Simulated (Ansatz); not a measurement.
Program: Ansatz. Geometries: PBE0-D4/def2-TZVP. ΔE: electronic, gas phase. CBS: MP2 limit from def2 TZ/QZ plus the TZ coupled-cluster correction, frozen cores. Functionals use def2-TZVPP. B3LYP here is the variant with VWN-RPA as its local correlation; programs differ in this. For Se outer-core shells are correlated without core-valence functions, which leaves a few kJ/mol of doubt a bond. Scalar relativity is left out up to krypton. Each species was taken in one conformer, which may not be the lowest.

Consider the ligand exchange at the Si–C bond: `N=C([SiH3])[SeH]` + `[CH3][AlH][OH]` → `[CH3][AlH][O][SiH3]` + `N=C[SeH]`.

Q: Is it downhill or uphill in electronic energy at CCSD(T)/CBS, and by how much? (Estimate.)

A: Ansatz gave: Downhill: ΔE = -109.7 kJ/mol.

Q: What do these levels give: r2SCAN-D4, B3LYP-D4, ωB97M-V, B2PLYP, r2SCAN, B3LYP, MP2/def2-TZVPP, SCS-MP2/def2-TZVPP, CCSD/def2-TZVPP, SCS-MP2/def2-QZVPP, HF/CBS(def2), CCSD/CBS(def2)? (An estimate is asked.)

A: Ansatz gave: r2SCAN-D4 -109.5, B3LYP-D4 -112.6, ωB97M-V -111.8, B2PLYP -116.9, r2SCAN -110.0, B3LYP -118.0, MP2/def2-TZVPP -111.9, SCS-MP2/def2-TZVPP -118.1, CCSD/def2-TZVPP -117.8, SCS-MP2/def2-QZVPP -117.4, HF/CBS(def2) -146.5, CCSD/CBS(def2) -115.6 kJ/mol.

Largest T1 diagnostic among the species: 0.012.

In def2-TZVPP, CCSD(T) changes the Hartree–Fock value by +32.7 kJ/mol (the triples alone add +5.9 kJ/mol) and MP2 by +32.7 kJ/mol. From PBE to PBE0 (25 % exact exchange), in def2-TZVPP and without D4, ΔE moves by −9.6 kJ/mol. The D4 term adds +5.3 kJ/mol with B3LYP and +2.6 kJ/mol with PBE0; it sums over pairs of atoms, weighted by their polarisabilities, and B3LYP, whose exchange is more repulsive, gets the larger term.
